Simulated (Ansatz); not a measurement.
A nudged elastic band was laid between two geometries of AlClF2 + H2 (6 atoms, charge 0, multiplicity 1).

These are results of Ansatz, RKS PBE0-D4/def2-SVP, not measurements.

* movable images: 5
* climbing image: from the first iteration
* spring: 5.0 eV/Å²
* optimiser: lbfgs
* start path: through a guess of the saddle point
* force threshold: 0.05 eV/Å
* iteration limit: 60
* end points: relaxed

First end point:

```xyz
6
Properties=species:S:1:pos:R:3
Al 0.006 0.051 0.272
Cl -0.009 0.713 2.245
F 1.426 -0.012 -0.569
F -1.412 -0.089 -0.563
H 0.072 -2.074 0.456
H 0.061 -1.855 1.194
```

Last end point:

```xyz
6
Properties=species:S:1:pos:R:3
Al 0.022 -0.513 -0.309
Cl 0.011 0.004 2.235
F 1.414 0.321 -0.674
F -1.417 0.239 -0.670
H 0.067 -2.071 -0.112
H 0.047 -1.245 2.565
```

Q: What changes between the two ends?

A: Bonds broken: Al1–Cl2, H5–H6. Bonds formed: Al1–H5, Cl2–H6. AlClF2 + H2 becomes AlClF2H2.

Q: Give the energies along the band, and the barrier.

A: The run converged. The highest image is number 4 of 0 to 6, 128.7 kJ/mol above the first end and 23.4 kJ/mol above the last; the last end lies 105.4 kJ/mol above the first. Another band between the same ends (5 images) ends at a top of the same energy, where a vibrational analysis finds 1 clearly imaginary mode. The orbitals stay closed-shell, which can raise the energy where a bond breaks towards radicals; this wasn't checked here.

```tsv
image	path coordinate (Å)	energy (kJ/mol)	Al1–Cl2 (Å)	H5–H6 (Å)	Al1–H5 (Å)
0	0.00	0.0	2.08	0.77	2.13
1	0.33	5.9	2.09	0.78	2.10
2	0.67	33.4	2.13	0.81	1.94
3	1.00	95.6	2.24	0.97	1.76
4	1.34	128.7	2.38	1.31	1.64
5	1.92	113.3	2.55	2.03	1.58
6	2.50	105.4	2.60	2.80	1.57
```

Q: What is the geometry of the highest image?

A: 
```xyz
6
Properties=species:S:1:pos:R:3
Al 0.018 -0.393 -0.067
Cl 0.015 0.034 2.276
F 1.441 0.173 -0.694
F -1.435 0.101 -0.685
H 0.059 -1.922 0.536
H 0.046 -1.259 1.670
```

The run took 5.3 min on 1 thread of Arm Neoverse V1, with other jobs on the host, peak memory 0.14 GiB.
